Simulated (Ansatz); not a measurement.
Geometry optimisation of C2H5BrOSi (`Br[SiH]1CCO1`).

```yaml
crystal:
  periodic: [false, false, false]
  atoms:
    - {symbol: Br, position_ang: [-2.893350, -0.441393, 0.757517]}
    - {symbol: Si, position_ang: [-0.816752, 0.399206, 0.807428]}
    - {symbol: C, position_ang: [0.564901, -0.739876, 0.205693]}
    - {symbol: C, position_ang: [0.618256, 0.263070, -0.980094]}
    - {symbol: O, position_ang: [-0.372215, 1.263921, -0.587848]}
    - {symbol: H, position_ang: [-0.719158, 1.177410, 2.083985]}
    - {symbol: H, position_ang: [1.478675, -0.756359, 0.831403]}
    - {symbol: H, position_ang: [0.282327, -1.775564, -0.060671]}
    - {symbol: H, position_ang: [0.331701, -0.194185, -1.952312]}
    - {symbol: H, position_ang: [1.608714, 0.752572, -1.102101]}
basis:
  gaussian: {orbitals: def2-TZVP}
hamiltonian: {xc: pbe0, dispersion: d4}
relax: {f_tol: 0.005, max_steps: 150}
```

```sh
$ ansatz run in.yaml --threads 4 --pin off --events-out ev --progress --plain --max-ram 10444MiB
```

It prints (some lines left out):

```
Functional definition: PBE0
mean field -82114.08166361 eV, -3017.6368422140 hartree, gradient 4.5e-5 eV, S^2 0.000000; 0 other end points of the search recorded, 0 dependent functions left out
relax step   1: F+E_penalty+E_count = -82114.29077416 eV  Δ(F+E_penalty+E_count) = +0.000e0 eV  max|allowed force component| = 8.606e-1 eV/Å  Δτ_max = 0.0000 Å  (30 SCF iters, accepted)
mean field -82114.13681530 eV, -3017.6388690014 hartree, gradient 1.3e-5 eV, S^2 0.000000; 0 other end points of the search recorded, 0 dependent functions left out
relax step   2: F+E_penalty+E_count = -82114.34745373 eV  Δ(F+E_penalty+E_count) = -5.668e-2 eV  max|allowed force component| = 6.644e-1 eV/Å  Δτ_max = 0.0347 Å  (32 SCF iters, accepted)
mean field -82114.15007482 eV, -3017.6393562797 hartree, gradient 1.3e-5 eV, S^2 0.000000; 0 other end points of the search recorded, 0 dependent functions left out
relax step   3: F+E_penalty+E_count = -82114.36142802 eV  Δ(F+E_penalty+E_count) = -1.397e-2 eV  max|allowed force component| = 9.580e-2 eV/Å  Δτ_max = 0.0242 Å  (31 SCF iters, accepted)
mean field -82114.15049166 eV, -3017.6393715984 hartree, gradient 1.3e-5 eV, S^2 0.000000; 0 other end points of the search recorded, 0 dependent functions left out
relax step   4: F+E_penalty+E_count = -82114.36185361 eV  Δ(F+E_penalty+E_count) = -4.256e-4 eV  max|allowed force component| = 2.211e-2 eV/Å  Δτ_max = 0.0051 Å  (32 SCF iters, accepted)
mean field -82114.15058838 eV, -3017.6393751527 hartree, gradient 1.3e-5 eV, S^2 0.000000; 0 other end points of the search recorded, 0 dependent functions left out
relax step   5: F+E_penalty+E_count = -82114.36189434 eV  Δ(F+E_penalty+E_count) = -4.073e-5 eV  max|allowed force component| = 8.733e-3 eV/Å  Δτ_max = 0.0022 Å  (33 SCF iters, accepted)
mean field -82114.15061411 eV, -3017.6393760981 hartree, gradient 1.3e-5 eV, S^2 0.000000; 0 other end points of the search recorded, 0 dependent functions left out
relax step   6: F+E_penalty+E_count = -82114.36190881 eV  Δ(F+E_penalty+E_count) = -1.448e-5 eV  max|allowed force component| = 2.654e-3 eV/Å  Δτ_max = 0.0021 Å  (32 SCF iters, accepted)
mean field -82114.15061411 eV, -3017.6393760981 hartree, gradient 1.3e-5 eV, S^2 0.000000; 1 other end points of the search recorded, 0 dependent functions left out
Total energy: -82114.36193940 eV, -3017.6471421592 hartree
Atom 0 at    -2.856816    -0.426429     0.748926 Å, force     0.000816     0.000401     0.000120 eV/Å
Atom 1 at    -0.799429     0.396600     0.786201 Å, force    -0.002654    -0.001163     0.000184 eV/Å
Atom 2 at     0.560470    -0.740071     0.209294 Å, force     0.001944    -0.000092     0.001374 eV/Å
Atom 3 at     0.614192     0.257487    -0.969325 Å, force     0.000599     0.000287     0.000119 eV/Å
Atom 4 at    -0.382126     1.239752    -0.575154 Å, force    -0.000719    -0.000473    -0.001336 eV/Å
Atom 5 at    -0.706524     1.165712     2.047144 Å, force     0.001120     0.000781    -0.000838 eV/Å
Atom 6 at     1.462211    -0.754040     0.820798 Å, force     0.000683    -0.001474     0.000080 eV/Å
Atom 7 at     0.283829    -1.756729    -0.061886 Å, force    -0.001030     0.000133    -0.000063 eV/Å
Atom 8 at     0.326832    -0.186968    -1.924483 Å, force    -0.000356     0.000926    -0.000540 eV/Å
Atom 9 at     1.580461     0.753487    -1.078514 Å, force    -0.000402     0.000674     0.000900 eV/Å
Dipole moment:     0.448320    -0.224646     0.054577 e Å
```

It took 31 s on 4 threads of an Arm Neoverse V1 on a shared host, with 0.64 GiB of host memory at the peak.
